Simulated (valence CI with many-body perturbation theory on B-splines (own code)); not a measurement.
# Valence orbitals of Fe XIII

Computed by relativistic CI+MBPT: four valence electrons over a frozen Dirac-Fock core [Ne], a basis of 11 s, 11 p, 9 d, 7 f, 5 g, 2 h, 1 i functions for each j, with the one-electron correlation potential Σ1 (screened to all orders), the two-electron term Σ2, the three-electron term Σ3, Breit, model QED; selected single and double excitations, second order for the rest, scaled by the run's own slope (own B-spline code, finite nucleus).

No measured spectrum was set against this ion. As an estimate, levels of excited configurations hold to 0.05 to 0.15 % of their energy, terms of the ground configuration to about 0.5 %.

These are the spectroscopic orbitals of the CI (the correlating ones are not listed), shaped by the core and the other valence electrons. h is the expectation value of the core's Dirac-Fock operator, without the valence repulsion; Σ1 is computed up to l = 3 at one energy for each symmetry, that of its lowest orbital but kept below the first core excitation, so for empty shells it is not the orbital's own correlation shift; Breit and QED include the response of the core.

| Orbital | h (hartree) | Σ1 (cm⁻¹) | Breit (cm⁻¹) | QED (cm⁻¹) | ⟨r⟩ (bohr) |
| --- | --- | --- | --- | --- | --- |
| 3s1/2 | -17.922 | -5040 | 861 | 566 | 0.7067 |
| 4s1/2 | -9.3874 | -1486 | 303 | 202 | 1.387 |
| 5s1/2 | -5.7587 | -632 | 136 | 91.5 | 2.312 |
| 6s1/2 | -3.8937 | -333 | 73.3 | 49.6 | 3.461 |
| 3p1/2 | -16.645 | -5717 | 1340 | -50.5 | 0.7036 |
| 4p1/2 | -8.862 | -1693 | 474 | -17.4 | 1.423 |
| 5p1/2 | -5.5021 | -749 | 222 | -8.1 | 2.376 |
| 6p1/2 | -3.7492 | -402 | 123 | -4.4 | 3.556 |
| 3p3/2 | -16.547 | -5600 | 824 | -7.0 | 0.7084 |
| 4p3/2 | -8.8239 | -1668 | 287 | -2.2 | 1.430 |
| 5p3/2 | -5.4835 | -740 | 136 | -1.0 | 2.385 |
| 6p3/2 | -3.7387 | -397 | 74.7 | -0.5 | 3.567 |
| 3d3/2 | -14.805 | -6304 | 432 | -26.1 | 0.6610 |
| 4d3/2 | -8.159 | -1691 | 155 | -9.1 | 1.440 |
| 5d3/2 | -5.1632 | -749 | 75.3 | -4.4 | 2.437 |
| 3d5/2 | -14.791 | -6227 | 158 | -16.7 | 0.6621 |
| 4d5/2 | -8.1526 | -1669 | 56.6 | -5.6 | 1.441 |
| 5d5/2 | -5.1599 | -739 | 27.6 | -2.7 | 2.439 |
| 4f5/2 | -7.843 | -828 | 4.8 | -1.2 | 1.323 |
| 5f5/2 | -5.0047 | -436 | 3.5 | -0.7 | 2.349 |
| 4f7/2 | -7.8408 | -825 | -0.7 | 0.0 | 1.323 |
| 5f7/2 | -5.0036 | -434 | -0.5 | -0.1 | 2.350 |
| 5g7/2 | -4.9518 |  | 0.0 | -0.2 | 2.103 |
| 5g9/2 | -4.9512 |  | 0.0 | 0.1 | 2.103 |

Among the shells of the start configuration 3s2 3p2, Σ1 is largest in size for 3p1/2, where it is 0.16 % of h.

Lowest root of each symmetry, sizes in configuration state functions:

```tsv
J	Parity	Roots	Reference	Variational	Second order	Change by selected CI (cm⁻¹)	Change by second order (cm⁻¹)
0	even	8	34	20098	123383	-6461	-3
1	even	13	66	39980	371054	-6316	-14
2	even	15	91	39977	545133	-6462	-30
3	even	11	65	39400	579985	-5593	-36
4	even	7	44	39980	557231	-5603	-25
5	even	2	17	32974	435920	-5662	-13
0	odd	3	30	17706	76876	-7454	-5
1	odd	8	79	40001	316324	-6466	-7
2	odd	9	91	39883	433373	-3068	-9
3	odd	5	71	39999	568789	-6419	-32
4	odd	2	42	39987	325598	-9978	-32
```
